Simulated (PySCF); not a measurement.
Static response to an electric field

Compound: C₅H₂ClF₃.
SMILES with atom numbers: `[F:1][C:2]([F:3])([F:4])/[CH:5]=[C:6]1[CH:7]=[C:8]/1[Cl:9]` (hydrogens: H10 on C5; H11 on C7)

Cartesian coordinates in Å at the PBE0-D3(BJ)/def2-SVP level; atoms count from 1:
```
atom  x, y, z in Å
F1     2.4375    0.1611    1.2186
C2     1.7027    0.2811    0.1011
F3     1.2379    1.5372    0.0664
F4     2.5640    0.1489   -0.9219
C5     0.6102   -0.7183    0.0427
C6    -0.6707   -0.3563   -0.0353
C7    -2.0774   -0.6629   -0.1206
C8    -1.7146    0.6095   -0.1057
Cl9   -2.1592    2.2190   -0.1487
H10    0.9044   -1.7684    0.0610
H11   -2.8560   -1.4200   -0.1673
```

Level: CAM-B3LYP/def2-SVPD (PySCF), static field, nuclei fixed, core orbitals frozen in the response. The polarisability tensor in these axes (au):

```
x   93.14 -9.55  2.65
y   -9.55 80.65 -0.80
z    2.65 -0.80 50.72
```

Problem. Give the principal values, the mean and the anisotropy Δα = √{½[(α1 − α2)² + (α2 − α3)² + (α1 − α3)²]}.

Solution. Principal values 50.55, 75.50 and 98.45 au; mean 74.84 au = 11.09 Å³ = 12.34 × 10⁻⁴⁰ C²·m²/J; Δα = 41.50 au (55 % of the mean).

Problem. What is the dipole moment, and where does it point?

Solution. (-4.37, -1.60, -0.26) D, 4.66 D in size, pointing from the negative to the positive side. Measured along this direction, the outermost atoms are F1 and F4 at the negative end and H11 at the positive end.

Problem. Sum over states: ᾱ = Σ f/ω², ω in Eh. What share falls to these 6 lowest TDDFT singlets (eV, f)? 4.91, 0.0348; 6.18, 0.0012; 6.50, 0.0005; 6.75, 0.0070; 6.98, 0.6155; 7.14, 0.0081.

Solution. They add up to 10.68 au, 14.3 % of the 74.84 au; the largest single term is 9.35 au, from the state at 6.98 eV. Terms in order: 1.07, 0.02, 0.01, 0.11, 9.35, 0.12 au. Higher excitations give the rest. The strengths listed sum to 0.667.

Problem. Along which axes do the principal values lie, and how far do the nuclei extend along each?

Solution. Largest value along (0.88, -0.47, 0.06), where the nuclei span 5.09 Å; middle along (0.47, 0.88, 0.02), 4.55 Å; least along (-0.06, 0.01, 1.00), 2.14 Å. The response follows the extents in order.

Problem. In a dilute gas of rigid molecules at 250 K, how does the orientational term μ²/3kT compare with the electronic polarisability?

Solution. In Gaussian units μ²/3kT = 210.11 Å³ against 11.09 Å³, a ratio of 18.95; the Debye molar polarisation (4π/3)N_A(α + μ²/3kT) is 558.0 cm³/mol, leaving out the vibrational part.

Problem. Find the Langevin capture rate constant for H3+ (3.023 u) meeting this molecule (153.980 u), k = 2.342 × 10⁻⁹ cm³/s × √(α in Å³ / reduced mass in u).

Solution. The reduced mass is 2.97 u, so k = 4.53 × 10⁻⁹ cm³/s. The formula leaves out the permanent dipole, which adds to the capture rate.

Geometry: PBE0-D3(BJ)/def2-SVP; no solvent, vibrations or thermal averaging.
